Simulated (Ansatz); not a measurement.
Two members of one family (InAs nanocrystals, H-capped) that differ in charge, which shifts all levels, computed with Ansatz in the gas phase; def2 core potentials for In, no spin–orbit coupling. The two geometries come from different levels. Levels of anions in sets without diffuse functions are rough. A dash marks a value that wasn't run or was left out as unsound. The structures are stationary points that may keep the symmetry of their start. Remarks come from the PBE and PBE0 runs and from stability tests at other levels; not every state was tested. HOMO above LUMO (over both spins in singlets and doublets, within one spin in higher multiplets; at PBE or PBE0), or a gap under 0.15 eV within one spin, warns that the state may not be the lowest or that an electron is smeared out.

First: In5As4H16⁻, cut from zinc blende (singlet, charge -1, PBE-D4/def2-SVP geometry).

```xyz
25

In    2.912   -0.022   -1.697
In   -1.123    1.632   -2.726
In   -0.834   -2.616   -0.942
In    1.277   -1.156    2.897
In   -2.758    0.499    1.869
As    0.347   -0.560   -2.259
As    2.489    0.392    0.983
As   -1.695    2.107   -0.084
As   -0.998   -1.491    1.521
H     3.422    1.522   -2.354
H     3.907   -1.463   -1.770
H    -0.141    2.984   -3.262
H    -2.669    1.233   -3.448
H     0.314   -3.942   -0.862
H    -2.462   -2.801   -1.568
H     2.231   -2.626    2.943
H     1.055   -0.121    4.296
H    -4.348    0.073    1.269
H    -2.508    1.343    3.387
H     0.477   -1.127   -3.680
H     3.812    0.895    1.576
H     1.792    1.752    1.077
H    -2.434    3.450   -0.018
H    -0.399    2.655    0.518
H    -1.664   -2.612    2.334
```

| level | HOMO (eV) | LUMO (eV) | gap (eV) | vertical IE (eV) |
| --- | --- | --- | --- | --- |
| LDA (SPW92)/def2-TZVP | -3.14 | 0.78 | 3.92 | – |
| PBE-D4/def2-SVP | -2.94 | 1.20 | 4.13 | – |
| PBE-D4/def2-TZVP | -3.05 | 1.04 | 4.08 | 4.78 |
| r2SCAN-D4/def2-TZVP | -3.27 | 1.31 | 4.58 | – |
| PBE0-D4/def2-TZVP | -4.00 | 1.69 | 5.69 | 5.21 |

Remarks: gap within one spin near zero at PBE or PBE0 (neutral doublet).

Second: In5As6H18⁺, cut from wurtzite (singlet, charge 1, r2SCAN-D4/def2-SVP geometry).

```csv
atom,x (Å),y (Å),z (Å)
As1,0.416,1.080,-2.759
In2,-2.056,0.548,-1.751
In3,0.170,-3.356,-1.641
As4,-1.749,-1.768,-0.568
As5,-1.845,2.338,0.290
In6,-2.552,-1.841,2.022
In7,2.735,0.674,-1.465
As8,2.320,-1.836,-0.712
As9,2.204,2.095,0.771
In10,-0.038,2.215,2.274
As11,-0.431,-0.310,2.995
H12,0.552,0.316,-4.054
H13,0.445,2.470,-3.354
H14,-3.293,0.989,-2.851
H15,0.279,-2.959,-3.309
H16,0.240,-4.800,-0.728
H17,-2.961,-2.436,-1.193
H18,-1.850,3.747,-0.256
H19,-3.185,2.396,0.983
H20,-3.807,-0.679,2.196
H21,-2.259,-3.414,2.628
H22,4.165,1.170,-2.263
H23,3.647,-2.500,-0.995
H24,2.465,-1.797,0.792
H25,2.579,3.525,0.461
H26,3.339,1.816,1.728
H27,-0.035,3.502,3.401
H28,0.931,-0.949,2.851
H29,-0.427,-0.237,4.505
```

Problem. Estimate how these quantities change from the first to the second (second minus first).

Solution. 
```
                level  Δ HOMO (eV)  Δ LUMO (eV)  Δ gap (eV)  Δ vertical IE (eV)
LDA (SPW92)/def2-TZVP        -5.99        -6.34       -0.35                   –
      PBE-D4/def2-SVP        -6.05        -6.47       -0.42                   –
     PBE-D4/def2-TZVP        -5.98        -6.37       -0.39                6.08
  r2SCAN-D4/def2-TZVP        -5.98        -6.43       -0.45                   –
    PBE0-D4/def2-TZVP        -5.97        -6.27       -0.30                6.01
```

Remarks: gap within one spin near zero at PBE or PBE0 (+2 doublet).
